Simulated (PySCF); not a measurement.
Telling isomers of C$_{5}$H$_{9}$NO$_{2}$Si apart by NMR

Theory: GFN2-xTB structure, shielding tensors at PBE0/pcSseg-1 (GIAO), in PySCF 2.14.0 with density-fitted response routines (one conformer, one averaged value for each set of equivalent atoms, isolated molecule, non-relativistic Hamiltonian).

Chemical shifts δ = σref − σ; $^{1}$H (σ = 31.72 ppm), $^{13}$C (σ = 186.93 ppm) against TMS, all at this level. Where no couplings were computed, multiplicities follow the n + 1 count of equivalent neighbours, and m marks all less simple cases (inequivalent or close neighbours, rings, F or P nearby). Shifts are as computed. Against solution values, carbons near 30 ppm lie about +3 ppm off and those near 130 ppm about +5 ppm. Of 1211 compounds with measured shifts, 218 miss one by over three times the rms of a fit or turn the order of signals round; such compounds aren't used in these exercises. OH and NH positions are gas-phase values without hydrogen bonding to other molecules.

(1) Tabulate the signals of `C=C1O[Si@@H](N)C=C[C@@H]1O`, `C=CO[SiH2]CC(=O)N=C`, `Oc1cnc(CC[SiH3])o1`, `C=C[Si@H](N=C)C(=O)OC`, `COCc1cnoc1[SiH3]` and their relative energies.

(2) What is the quickest way to tell C=C1O[Si@@H](N)C=C[C@@H]1O from COCc1cnoc1[SiH3]?

(3) What is the quickest way to tell C=C1O[Si@@H](N)C=C[C@@H]1O from C=CO[SiH2]CC(=O)N=C?

(4) What is the quickest way to tell Oc1cnc(CC[SiH3])o1 from C=C[Si@H](N=C)C(=O)OC?

Results:

(1) 
| SMILES | carbon types | δC | δH | E rel. (kcal/mol) |
| --- | --- | --- | --- | --- |
| C=C1O[Si@@H](N)C=C[C@@H]1O | 1×C 3×CH 1×CH2 | 161.5, 158.2, 147.9, 97.5, 73.3 | 7.47 (m, 1H), 6.63 (m, 1H), 5.44 (m, 1H), 4.64 (m, 1H), 4.63 (m, 1H), 4.54 (m, 1H), 0.78 (br s, 2H), 0.69 (br s, 1H) | 0.0 |
| C=CO[SiH2]CC(=O)N=C | 1×C 1×CH 3×CH2 | 183.0, 156.5, 148.1, 95.4, 31.9 | 7.61 (d, 1H), 7.13 (d, 1H), 6.67 (m, 1H), 5.28 (t, 2H), 4.46 (m, 1H), 4.42 (m, 1H), 2.31 (t, 2H) | 24.7 |
| Oc1cnc(CC[SiH3])o1 | 2×C 1×CH 2×CH2 | 165.2, 156.9, 104.5, 29.8, 11.0 | 6.25 (s, 1H), 4.66 (br s, 1H), 3.77 (t, 3H), 2.90 (t, 2H), 1.11 (m, 2H) | 25.4 |
| C=C[Si@H](N=C)C(=O)OC | 1×C 1×CH 2×CH2 1×CH3 | 187.2, 173.0, 143.9, 141.5, 51.4 | 8.85 (m, 1H), 8.71 (m, 1H), 7.04 (m, 1H), 6.66 (m, 1H), 5.98 (m, 1H), 5.27 (d, 1H), 3.92 (s, 3H) | 33.9 |
| COCc1cnoc1[SiH3] | 2×C 1×CH 1×CH2 1×CH3 | 173.0, 148.8, 135.2, 70.9, 60.1 | 8.13 (s, 1H), 4.73 (s, 2H), 4.48 (s, 3H), 3.72 (s, 3H) | 61.7 |

Energies are electronic energies at PBE0/pcSseg-1 on these geometries, without zero-point or thermal terms, each for the one conformer computed, which needn't be the lowest.

(2) Both give the same number of carbon signals, but DEPT or the intensities differ. The first has an allylic sp3 CH bonded to O at 73.3 ppm, the second a methyl carbon bonded to O (CH3) at 60.1 ppm. Their most deshielded carbons lie at 161.5 and 173.0 ppm. In the proton spectra the most deshielded non-exchanging signals are 7.47 (m, 1H) and 8.13 (s, 1H).

(3) Both give the same number of carbon signals, but DEPT or the intensities differ. The first has an allylic sp3 CH bonded to O at 73.3 ppm, the second an sp3 CH2 bonded to Si, α to a carbonyl at 31.9 ppm. Their most deshielded carbons lie at 161.5 and 183.0 ppm.

(4) Both give the same number of carbon signals, but DEPT or the intensities differ. The first has an sp3 CH2 on an aromatic ring at 29.8 ppm, the second a C=N carbon (CH2) at 173.0 ppm. Their most deshielded carbons lie at 165.2 and 187.2 ppm. In the proton spectra the most deshielded non-exchanging signals are 6.25 (s, 1H) and 8.85 (m, 1H).
